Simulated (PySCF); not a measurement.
C₅H₆F₄.
SMILES: `C=C(CF)CC(F)(F)F`

Jobs on this species (15 atoms, 72 electrons) with PySCF (density fitting). Hardware of each: one thread, Intel Xeon Platinum 8259CL at 2.50 GHz (x86_64), no GPU, on a shared host. Times come from a shared host and carry two figures at best. Peak memory is the resident size of the whole Python process, interpreter and libraries included.

```
                            level and settings                                                              work  basis functions  SCF cycles  wall time  peak memory
                  PBE0/pcSseg-1, IEF-PCM water                                                        shieldings              183           ?          ?            ?
                           CAM-B3LYP/def2-SVPD  6 singlets by full TDDFT, polarisability, dynamic polarisability              240           ?          ?            ?
CAM-B3LYP/def2-SVPD, IEF-PCM dimethylsulfoxide                          6 singlets by full TDDFT, polarisability              240          13       60 s      1.2 GiB
      PBE0/pcSseg-1, IEF-PCM dimethylsulfoxide                           shieldings, charges and field gradients              183          14       36 s     0.94 GiB
            CAM-B3LYP/def2-SVPD, IEF-PCM water                          6 singlets by full TDDFT, polarisability              240          13       60 s      1.2 GiB
            PBE0-D3(BJ)/def2-SVP, grid level 1      geometry optimisation from a GFN2-xTB start shaken at random              156          46       91 s     0.65 GiB
```

Question: Fill in the missing figures.

Answer: 
- PBE0/pcSseg-1, IEF-PCM water; shieldings: 33 s, 0.94 GiB, 14 SCF cycles
- CAM-B3LYP/def2-SVPD; 6 singlets by full TDDFT, polarisability, dynamic polarisability: 75 s, 1.1 GiB, 13 SCF cycles

Question: What do all jobs in the table cost together?

Answer: About 5.9 min; the longest takes about 26 % of that, and about 2.8 times as long as the shortest.
